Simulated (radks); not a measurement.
Spherical jellium clusters: N electrons in a uniform positive sphere of charge N and radius rs N^(1/3), rs = 4.83 bohr. Method: non-relativistic Kohn-Sham, LDA (Slater exchange, Perdew-Wang correlation), spin-polarised, spherical densities; computed with a radial shooting solver with Libxc functionals. Levels are named by radial order and angular momentum (1s, 1p, 1d, 2s, ...), and open shells are averaged over m.

N = 2, configuration 1s2. This is the lowest configuration that the search found. Occupied and some empty levels:

level,occupation,eigenvalue (eV),<r> (bohr)
1s,2,-2.7536,4.765
1p,0,-1.2388,6.656
2s,0,-0.21864,11.98

Energy (eV): total -3.34337, kinetic 2.3020, external -20.875, Hartree 10.304, exchange-correlation -5.8068, background 10.732. Static polarisability (adiabatic kernel): 336.1 bohr^3, against R^3 = 225.4 for a classical metal sphere.

Electron density:

r (bohr),n(r) (e/bohr^3)
0.207,0.004367
0.728,0.004282
1.25,0.004104
1.77,0.003837
2.29,0.003489
2.81,0.003078
3.33,0.002623
3.85,0.002155
4.37,0.001700
4.89,0.001288
5.41,0.0009360
5.93,0.0006540
6.45,0.0004421
6.97,0.0002906
7.50,0.0001870
8.02,0.0001185
8.54,0.00007392
9.06,0.00004565
9.58,0.00002790
10.1,0.00001692
